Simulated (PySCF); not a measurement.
Isomers of C3H14N2SSi2, one GFN2-xTB conformer each. Single-point energies are computed at PBE0/pcSseg-1 (PySCF, gas phase, no added dispersion term), electronic only.

```csv
SMILES,GFN2-xTB relative energy (kcal/mol)
CCN[Si@@H](N[SiH3])SC,1.3
CC(C)[Si@@H](S)N[SiH2]N,3.3
C[SiH2]S[Si@@H](N)N(C)C,5.1
CN[Si@H](S[SiH3])N(C)C,0.0
CC[Si@@](N)(S)N[SiH2]C,13.0
CC(C)[SiH2]S[SiH](N)N,7.8
CC[SiH2]S[Si](C)(N)N,14.7
```

Conformers: `[CH3:1][CH2:2][NH:3][Si@@H:4]([NH:5][SiH3:6])[S:7][CH3:8]` with C1–C2–N3–Si4 88°, C2–N3–Si4–N5 67°, N3–Si4–N5–Si6 -59°, N3–Si4–S7–C8 71°; `[CH3:1][CH:2]([CH3:3])[Si@@H:4]([SH:5])[NH:6][SiH2:7][NH2:8]` with C1–C2–Si4–S5 171°, C2–Si4–S5–H 180°, C2–Si4–N6–Si7 61°, Si4–N6–Si7–N8 161°, N6–Si7–N8–H 174° and -49°; `[CH3:1][SiH2:2][S:3][Si@@H:4]([NH2:5])[N:6]([CH3:7])[CH3:8]` with C1–Si2–S3–Si4 170°, Si2–S3–Si4–N5 43°, S3–Si4–N5–H -67° and 69°, S3–Si4–N6–C7 -174°; `[CH3:1][NH:2][Si@H:3]([S:4][SiH3:5])[N:6]([CH3:7])[CH3:8]` with C1–N2–Si3–S4 -172°, N2–Si3–S4–Si5 56°, N2–Si3–N6–C7 -56°; `[CH3:1][CH2:2][Si@@:3]([NH2:4])([SH:5])[NH:6][SiH2:7][CH3:8]` with C1–C2–Si3–N4 -55°, C2–Si3–N4–H 162° and -58°, C2–Si3–S5–H -61°, C2–Si3–N6–Si7 -33°, Si3–N6–Si7–C8 176°; `[CH3:1][CH:2]([CH3:3])[SiH2:4][S:5][SiH:6]([NH2:7])[NH2:8]` with C1–C2–Si4–S5 -61°, C2–Si4–S5–Si6 -64°, Si4–S5–Si6–N7 69°, S5–Si6–N7–H 33° and 171°, S5–Si6–N8–H -67° and 66°; `[CH3:1][CH2:2][SiH2:3][S:4][Si:5]([CH3:6])([NH2:7])[NH2:8]` with C1–C2–Si3–S4 -178°, C2–Si3–S4–Si5 -57°, Si3–S4–Si5–C6 -49°, S4–Si5–N7–H 38° and 173°, S4–Si5–N8–H -58° and 75°.

What does PBE0/pcSseg-1 give for the same structures?

```
                 SMILES  PBE0/pcSseg-1 E (Eh)  PBE0/pcSseg-1 (kcal/mol)  GFN2-xTB (kcal/mol)  point group
   CC[SiH2]S[Si](C)(N)N           -1208.84410                       0.0                 14.7           C1
 CC[Si@@](N)(S)N[SiH2]C           -1208.83907                       3.2                 13.0           C1
  CC(C)[SiH2]S[SiH](N)N           -1208.82582                      11.5                  7.8           C1
CC(C)[Si@@H](S)N[SiH2]N           -1208.81634                      17.4                  3.3           C1
C[SiH2]S[Si@@H](N)N(C)C           -1208.80869                      22.2                  5.1           C1
  CCN[Si@@H](N[SiH3])SC           -1208.78461                      37.3                  1.3           C1
 CN[Si@H](S[SiH3])N(C)C           -1208.77576                      42.9                  0.0           C1
```

GFN2-xTB puts CN[Si@H](S[SiH3])N(C)C lowest instead; measured from each level's own lowest isomer, the values differ by up to 42.9 kcal/mol (CN[Si@H](S[SiH3])N(C)C: 0.0 against 42.9). As drawn, the lowest has an Si–C bond, which the highest lacks.

Which frontier levels, dipoles and rotational constants go with these structures?

| SMILES | HOMO (eV, PBE0/pcSseg-1) | LUMO (eV) | dipole (D) | A, B, C (MHz) |
| --- | --- | --- | --- | --- |
| CC[SiH2]S[Si](C)(N)N | -6.89 | 0.68 | 1.95 | 1850, 675.9, 607.5 |
| CC[Si@@](N)(S)N[SiH2]C | -7.06 | 0.73 | 2.54 | 1582, 651.0, 584.9 |
| CC(C)[SiH2]S[SiH](N)N | -7.00 | 0.70 | 2.05 | 2011, 647.8, 575.0 |
| CC(C)[Si@@H](S)N[SiH2]N | -7.18 | 0.49 | 2.58 | 1353, 754.2, 554.2 |
| C[SiH2]S[Si@@H](N)N(C)C | -6.45 | 0.60 | 1.26 | 2648, 592.3, 504.0 |
| CCN[Si@@H](N[SiH3])SC | -6.72 | 0.08 | 1.98 | 1241, 820.2, 530.0 |
| CN[Si@H](S[SiH3])N(C)C | -6.33 | 0.44 | 2.36 | 1581, 811.7, 564.9 |
